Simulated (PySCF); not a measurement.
A calculated (M06-2X, PySCF 2.14, jorge-DZP-DKH, scalar relativity by spin-free X2C-1e) atom or ion has these occupied shells.

```tsv
shell	electrons	orbital energy (eV)	rms radius, mean of both spins (bohr)
1s α	1	-690.47	0.204
1s β	1	-689.90	0.204
2s α	1	-37.432	1.10
2s β	1	-34.517	1.10
2p α	3	-16.366	1.24
2p β	2	-14.551	1.24
```

(1) Name the element and its charge.

## Answers

(1) F (fluorine, neutral), in [He] 2s2 2p5, 2P determinant.
